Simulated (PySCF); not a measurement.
Compound: C8H17N.
SMILES with atom numbers: `[CH3:1][C:2]([CH3:3])([CH3:4])[C@@H:5]1[CH2:6][CH2:7][C@@H:8]1[NH2:9]`

Structure used (GFN2-xTB), in Å, numbered top down from 1:
```
atom  x, y, z in Å
C1    -2.013   -0.517   -1.072
C2    -1.074   -0.056    0.050
C3    -1.666    1.170    0.750
C4    -0.945   -1.185    1.074
C5     0.251    0.363   -0.603
C6     1.163   -0.671   -1.287
C7     2.386    0.114   -0.793
C8     1.476    0.882    0.200
N9     1.565    0.474    1.584
H10   -2.148    0.268   -1.812
H11   -2.989   -0.775   -0.667
H12   -1.607   -1.394   -1.572
H13   -2.614    0.919    1.219
H14   -0.979    1.522    1.515
H15   -1.837    1.975    0.038
H16   -1.938   -1.514    1.375
H17   -0.420   -0.839    1.957
H18   -0.425   -2.045    0.657
H19    0.002    1.140   -1.332
H20    1.098   -1.660   -0.840
H21    1.052   -0.766   -2.366
H22    3.182   -0.476   -0.337
H23    2.816    0.756   -1.559
H24    1.583    1.970    0.178
H25    2.377    0.901    2.017
H26    1.682   -0.532    1.639
```

Probes without a nucleus sit at each ring's centroid and 1 Å off its mean plane on both sides; NICS is minus the shielding there, NICSzz its component along the normal. Level: GIAO PBE0/pcSseg-1 (PySCF, non-relativistic, gas phase) on the GFN2-xTB geometry, one conformer.

Ring bond lengths (Å), with Mayer bond orders in brackets: C5–C6 1.539 (1.02), C6–C7 1.535 (1.04), C7–C8 1.551 (1.00), C8–C5 1.554 (0.97).

Question: What do the NICS probes read (ppm)?

Answer: 
```csv
ring,type,NICS(0),"NICS(1), two faces","NICS(1)zz, two faces",rms pucker (Å),"centre to ring atoms, mean (Å)"
C5–C6–C7–C8,4-membered carbocycle; formal bonds all single,-0.8,-0.5 / -1.5,5.6 / 1.7,0.10,1.09
```

Question: What can be read from them?

Answer: 
- C5–C6–C7–C8: mean NICS(1)zz 3.6 ppm, deshielded. C5, C6, C7, C8 have four or more neighbours, and the NICS criterion for π rings isn't applied. The two faces differ by 3.9 ppm, so no symmetry operation interchanges them.

Question: What is the mean of the two in-plane components of NICS at the first NICS(1) probe listed for ring C5–C6–C7–C8, 1 Å off the ring?

Answer: The isotropic value is a third of the trace: (3 × -0.5 − (5.6))/2 = -3.5 ppm.

Question: List the ring angles and the Hirshfeld charges of the ring atoms.

Answer: 
- C5–C6–C7–C8: C5 89.3° (-0.025 e), C6 89.2° (-0.079 e), C7 89.5° (-0.085 e), C8 88.1° (+0.019 e); sum 356.0° against 360° for a flat convex ring.

The run took 60 s of wall time (grids of density and orbitals included) on one thread of an Arm Neoverse V1, no GPU, shared host with 32 logical CPUs at a one-minute load of 14, and the process peaked at 1.1 GiB of memory. This is the whole shielding run at PBE0/pcSseg-1, SCF included.
